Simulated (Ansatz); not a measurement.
BrClFH₃Si₂, SMILES `F[Si]([SiH3])(Cl)Br`, relaxed with RKS PBE-D4/def2-SVP in Ansatz 0.2.0 from a rough embedded geometry. The force threshold is 0.03 eV/Å; the program also tests the step.

Total charge 0; spin multiplicity 1.

Start:

```xyz
8

F     1.274    1.885   -0.043
Si   -0.147    1.091   -0.126
Si    0.244   -1.149    0.061
Cl   -1.004    1.493   -1.861
Br   -1.468    1.797    1.503
H     1.147   -1.661   -0.989
H    -0.985   -1.967    0.036
H     0.938   -1.489    1.419
```

```json
{"step": "1", "energy (eV)": "-101048.1653", "largest force (eV/Å)": "1.873", "largest move (Å)": "0.000"}
{"step": "2", "energy (eV)": "-101048.3432", "largest force (eV/Å)": "0.259", "largest move (Å)": "0.095"}
{"step": "3", "energy (eV)": "-101048.3492", "largest force (eV/Å)": "0.113", "largest move (Å)": "0.043"}
{"step": "4", "energy (eV)": "-101048.3520", "largest force (eV/Å)": "0.056", "largest move (Å)": "0.025"}
{"step": "5", "energy (eV)": "-101048.3522", "largest force (eV/Å)": "0.032", "largest move (Å)": "0.005"}
{"step": "6", "energy (eV)": "-101048.3523", "largest force (eV/Å)": "0.010", "largest move (Å)": "0.005"}
```

End:

```xyz
8

F     1.256    1.926   -0.035
Si   -0.137    1.075   -0.111
Si    0.279   -1.219    0.101
Cl   -1.018    1.507   -1.934
Br   -1.453    1.790    1.540
H     1.175   -1.670   -1.019
H    -1.039   -1.935    0.030
H     0.937   -1.474    1.427
```

It took 4.2 s on 4 threads of an Intel Xeon 6975P-C on a shared host, with 0.19 GiB of host memory at the peak.
